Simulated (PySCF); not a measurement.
Basis-set dependence of BeCl⁺ at CCSD(T)

PySCF, RHF reference; singlet, unpaired electrons none; De to Be⁺ + Cl without counterpoise correction. Frozen cores follow the default of each basis and core potential.

```
      basis     relativity  functions  Re (Å)  ωe (cm⁻¹)  De (eV)  frozen orbitals
   def2-SVP  no relativity         27   1.769        944     3.86                5
aug-pcseg-1  no relativity         40   1.749        968     3.89                5
    pcseg-2  no relativity         49   1.721       1030     4.35                5
```

(1) How does each smaller set differ from the one with most functions, pcseg-2?

Correlated steps freeze 5 core orbitals. Correlated levels converge slowly with the basis: in double zeta they bind strong bonds too weakly, by up to about 1 eV, and carry superposition errors of some tenths. For an ion De counts to the pair picked by the measured ionisation energies or electron affinities, which need not be the lowest pair at this level. Where the molecule has an RHF reference, its open-shell atoms are computed with UHF.

Results:

(1) def2-SVP: +4.8 pm, -8.3 % in ωe, -0.49 eV in De; aug-pcseg-1: +2.8 pm, -6.0 % in ωe, -0.46 eV in De. All at CCSD(T); the set with most functions is neither the basis-set limit nor always the best.
